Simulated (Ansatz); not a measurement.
Ruthenium tetroxide, 5 atoms. Charge 0, multiplicity 1. Correlated methods include outer-core shells of Ru, which these sets cover unevenly. Ru takes the def2 core potential. All runs use 2 threads of a server CPU on a shared host. Correlated methods freeze the cores.

Question: How many basis functions does each run have, and how long does it take in Ansatz? RKS CAM-B3LYP-D4/def2-TZVPP energy; RKS ωB97M-V/def2-SVP energy; RKS revPBE-D4/def2-TZVPP energy; RKS BHLYP-D4/def2-TZVPP energy; RKS PBE0-D4/def2-TZVP frequencies; RKS PBE0-D4/def2-QZVPP energy; direct RPA on PBE orbitals/def2-TZVPP energy; RKS r2SCANh-D4/def2-TZVPP energy; RKS ωB97M-V/def2-QZVPP energy; RKS PBE0-D4/def2-SVP energy; RHF-CCSD(T)/def2-TZVPP energy; RHF-MP2/def2-QZVPP energy. (Best estimate.)

Answer: Computed: Other jobs shared the machine, so times are rough.

```
                                level          job  functions  wall time  peak host memory (GiB)
                 RKS PBE0-D4/def2-SVP       energy         87      1.4 s                    0.17
             RKS revPBE-D4/def2-TZVPP       energy        180      2.5 s                     0.2
              RKS BHLYP-D4/def2-TZVPP       energy        180      3.4 s                    0.37
          RKS CAM-B3LYP-D4/def2-TZVPP       energy        180      3.5 s                    0.43
            RKS r2SCANh-D4/def2-TZVPP       energy        180        6 s                     0.4
                 RKS ωB97M-V/def2-SVP       energy         87      6.5 s                    0.26
               RKS PBE0-D4/def2-QZVPP       energy        316        7 s                    0.78
direct RPA on PBE orbitals/def2-TZVPP       energy        180       11 s                    0.43
               RKS ωB97M-V/def2-QZVPP       energy        316       20 s                    0.95
                RKS PBE0-D4/def2-TZVP  frequencies        164       82 s                    0.36
                   RHF-MP2/def2-QZVPP       energy        316      110 s                     1.3
               RHF-CCSD(T)/def2-TZVPP       energy        180      4 min                     1.6
```
